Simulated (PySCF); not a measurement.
Computed properties of C2H4BF2N, SMILES C/N=C/B(F)F

C2H4BF2N, SMILES C/N=C/B(F)F. The structure is a stationary point at B3LYP-D3(BJ)/def2-SVP. The structure was generated by enumeration; whether it is a known compound was not checked. The values are those of a single conformer. All values are computed for the isolated molecule unless a solvent is named; none is compared with measurement here.

**Structure.** The optimised structure has Cs symmetry. All 24 harmonic modes at B3LYP-D3(BJ)/def2-SVP (PySCF) are real, so it is a minimum. With heavy atoms numbered as in [CH3:1]/[N:2]=[CH:3]/[B:4]([F:5])[F:6], the shortest bond between them is N2–C3 at 1.276 Å and the longest C3–B4 at 1.568 Å.

**Vibrations.** The strongest infrared lines (harmonic, unscaled, degenerate partners summed) lie at 1281 cm⁻¹ (231 km/mol, H 43 %, B 38 %, F 14 %), 1453 cm⁻¹ (199 km/mol, B 63 %, F 19 %, H 16 %), 1414 cm⁻¹ (125 km/mol, H 57 %, B 20 %, C 14 %). The softest mode is at 78 cm⁻¹ and the zero-point energy is 42.9 kcal/mol.

**Electronic structure.** PBE0/def2-TZVP (PySCF) places the frontier levels at -7.69 and -1.90 eV, a gap of 5.79 eV, and gives a dipole moment of 2.59 D and a mean polarisability of 46.9 bohr³. PBE/def2-TZVP (PySCF) at the same geometry gives -6.16 and -2.91 eV, so its gap is 2.54 eV narrower. An orbital gap is neither the optical nor the fundamental gap.

**Excitations.** TDDFT-ωB97X/def2-SVPD (PySCF) has S1 at 4.04 eV (307 nm, f = 0.002, dark); the most intense of the 10 singlets computed lies at 7.08 eV (f = 0.39). T1 (TDA) is at 3.24 eV. TDDFT-PBE/def2-SVPD (PySCF) puts S1 at 3.51 eV. No vertical singlet excitation falls in the visible range (under 3.1 eV).

**NMR.** GIAO shifts at PBE0/pcSseg-1 (PySCF) (non-relativistic, atoms alike by connectivity averaged): ¹³C from 60.6 to 172.3 ppm against TMS; ¹H from 4.2 to 8.3 ppm against TMS; ¹⁹F at -88.8 ppm against CFCl3; ¹¹B at 7.4 ppm against BF3.
